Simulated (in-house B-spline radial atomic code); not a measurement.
A fraction x of an electron is moved 2p → 3d in Cl³⁺, starting from [Ne] 3s2 3p2 and keeping the highest spin. All numbers are computed (non-relativistic AM05, spin-polarised, spherical fractional occupations; point nucleus) with an all-electron radial atomic-structure program (B-spline basis), not measured.

```tsv
x	E(x) - E(0) (eV)	2p down level (eV)	3d up level (eV)
0	0.0000	-235.813	-
0.125	26.2785	-239.093	-27.474
0.25	52.9039	-242.343	-27.961
0.375	?	?	?
0.5	107.1826	-248.748	-28.919
0.625	134.8291	-251.901	-29.391
0.75	?	?	?
0.875	191.1184	-258.106	-30.322
1	219.7536	-261.156	-30.782
```

**Question.** What belongs in the row x = 0.375?

**Answer.** An energy change of 79.8731 eV; 2p down at -245.562 eV, 3d up at -28.442 eV.

**Question.** What belongs in the row x = 0.75?

**Answer.** An energy change of 162.8089 eV; 2p down at -255.021 eV, 3d up at -29.859 eV.

**Question.** Check Janak's theorem between x = 0.125 and 0.25.

**Answer.** The slope of the energy is 213.00 eV; the orbital levels give 213.00 eV (ε of the receiving orbital less ε of the emptying one, averaged over the two points).
